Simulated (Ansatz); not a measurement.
Stretching the Te1–F2 bond in FHOTe (SMILES O[Te]F) (multiplicity 1 held, fragments rigid). Energies count from the point at 1.925 Å.
Geometry at that point (charge 0, multiplicity 1):
```xyz
4

Te     0.120     0.043     0.309
F     -1.075     1.133    -0.735
O      0.309    -1.406    -0.981
H      0.993    -1.183    -1.625
```

Signs of static correlation in def2-TZVPP, from Ansatz (a first-principles code) runs.

```
R (Å)  T1 of restricted CCSD  ⟨S²⟩ of UHF  largest double amplitude of restricted CCSD
-----  ---------------------  -----------  -------------------------------------------
1.540                  0.013        0.000                                        0.045
1.733                  0.014        0.000                                        0.046
1.925                  0.016        0.000                                        0.045
2.118                  0.018        0.000                                        0.050
2.310                  0.022          ___                                        0.082
2.599                  0.030        0.803                                        0.134
2.888                  0.044        0.941                                        0.191
3.369                    ___        1.001                                        0.364
3.850                  0.132        1.014                                        0.666
4.428                  0.172        1.017                                        1.021
5.198                  0.183        1.017                                        1.209
6.160                  0.174        1.017                                        1.216
```

### Question
Complete the blanks.

### Answer

- 2.310, ⟨S²⟩ of UHF: 0.189
- 3.369, T1 of restricted CCSD: 0.083

Doubts at one or more of the structures used: a restricted determinant that unrestricted orbitals would lower (R-CCSD(T)/def2-TZVPP); other coupled-cluster roots lie near (R-CCSD(T)/def2-TZVPP); T1 above 0.05 (R-CCSD(T)/def2-TZVPP, U-CCSD(T)/def2-TZVPP); a spin-contaminated determinant (U-CCSD(T)/def2-TZVPP).
